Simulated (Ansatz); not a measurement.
Worked example: C3H7I + C2H2F3I → C2H4I2 + C3H5F3

Species: C3H7I (1-iodopropane) `CCCI`, singlet; C2H2F3I (1,1,1-trifluoro-2-iodoethane) `FC(F)(F)CI`, singlet; C2H4I2 (1,2-diiodoethane) `ICCI`, singlet; C3H5F3 (1,1,1-trifluoropropane) `CCC(F)(F)F`, singlet. The partners trade CH3 for I; both sit on C, so the bond types are kept.

Shapes, held fixed at every level: PBE0-D4/def2-TZVP. Flexible molecules stand in one conformer, not always the lowest. Programs: Ansatz 0.2.0. Electronic energies: no zero-point or thermal term.

At CCSD(T)/def2-TZVPP; 1 Eh = 2625.50 kJ/mol:

```
species  energy (Eh)
  C3H7I  -415.458076
C2H2F3I  -673.650271
 C2H4I2  -672.759388
 C3H5F3  -416.358729
```

Work out ΔE of the reaction at this level.


1. Products less reactants: (-672.759388) + (-416.358729) − [(-415.458076) + (-673.650271)] = -0.009770 Eh = -25.7 kJ/mol.

Other levels give -29.6 (HF/def2-TZVPP) to -23.1 kJ/mol (wB97X-V/def2-TZVPP). No measured value is set beside it here. For atoms past krypton def2 sets carry core potentials with scalar relativity. Outer-core shells of I are correlated, in sets that cover them unevenly.
